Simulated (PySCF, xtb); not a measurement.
B(Me)(OMe)(NH2) (C2H8BNO), SMILES CB(OC)N. Other conformers were not sampled.

Harmonic wavenumbers (cm⁻¹) from GFN2-xTB (xtb) at its own minimum, in rising order: 28, 131, 166, 217, 295, 431, 456, 457, 505, 740, 830, 869, 886, 1066, 1127, 1155, 1244, 1328, 1388, 1412, 1484, 1487, 1500, 1504, 1538, 2915, 2929, 2984, 3028, 3038, 3068, 3513, 3559.

Q: What does PBE-D3(BJ)/def2-SVP in PySCF 2.14.0 give at its own minimum? (Estimate from the structure and the level; the computed values follow.)

A: 61, 137, 152, 233, 317, 392, 453, 462, 573, 739, 819, 843, 866, 1085, 1134, 1164, 1227, 1327, 1336, 1386, 1400, 1422, 1425, 1450, 1547, 2905, 2970, 2973, 3040, 3054, 3069, 3532, 3634. Paired by order, the mean absolute difference is 26 cm⁻¹ and the zero-point energies are 67.6 and 67.4 kcal/mol.
